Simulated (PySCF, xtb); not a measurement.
Ge(F)3(NCO) (CF3GeNO), SMILES O=C=[N][Ge]([F])([F])[F]. The values are those of a single conformer.

Harmonic wavenumbers (cm⁻¹) from xtb with GFN2-xTB at its own minimum, in rising order: 14, 37, 146, 149, 187, 190, 196, 445, 495, 498, 540, 562, 568, 1500, 2514.

Q: What does B3LYP-D3(BJ)/def2-SVP (PySCF 2.14.0) give at its own minimum? (An estimate is asked for; the answer gives what the named calculation found.)

A: 15, 48, 199, 202, 258, 264, 270, 529, 609, 633, 735, 782, 786, 1501, 2431. Paired by order, the mean absolute difference is 92 cm⁻¹ and the zero-point energies are 11.5 and 13.2 kcal/mol.
